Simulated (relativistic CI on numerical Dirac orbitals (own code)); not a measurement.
## Ca¹³⁺: q coefficients and field-shift factors

Computed by Dirac-Coulomb-Breit CI, KLI orbitals optimised for each configuration, derivatives by finite differences, unscaled Slater integrals, QED left out (own radial code, finite nucleus).

Configuration list (outside the closed core 1s2): 2s²2p³, 2s2p⁴, 2p⁵, 2p⁴3s, 2p⁴3p, 2s²2p²3s, 2p⁴3d, 2s²2p²3p. Levels of other configurations are missing.

With x = (α/α₀)² − 1 an excitation energy changes as ω = ω₀ + qx; K = 2q/ω₀ is the relative enhancement. Terms are leading LS components, so labels can repeat. The field-shift factor is F = δν/δ⟨r²⟩ for the transition from the lowest level.

Lowest level 2s²2p³ ⁴S°3/2.

```tsv
Level	ω₀ (cm⁻¹)	q (cm⁻¹)	K	F (GHz/fm²)
2s²2p³ ²D°3/2	109344	-8569	-0.157	-0.0123
2s²2p³ ²D°5/2	117386	5267	0.0897	0.0742
2s²2p³ ²P°1/2	172006	7976	0.0927	-0.698
2s²2p³ ²P°3/2	183351	28280	0.308	-0.647
2s2p⁴ ⁴P5/2	515882	23930	0.0928	-26.5
2s2p⁴ ⁴P3/2	535849	44680	0.167	-26.5
2s2p⁴ ⁴P1/2	545110	52240	0.192	-26.5
2s2p⁴ ²D3/2	720888	36620	0.102	-27.1
2s2p⁴ ²D5/2	722506	40330	0.112	-27
2s2p⁴ ²S1/2	835410	34390	0.0823	-27.1
2s2p⁴ ²P3/2	872828	35400	0.0811	-28.2
2s2p⁴ ²P1/2	899647	64960	0.144	-28.1
2p⁵ ²P°3/2	1377139	59640	0.0866	-53.3
```

At this charge energies of transitions that change n are usually good to better than 1 %, and those within a shell (Δn = 0) to a few per cent.
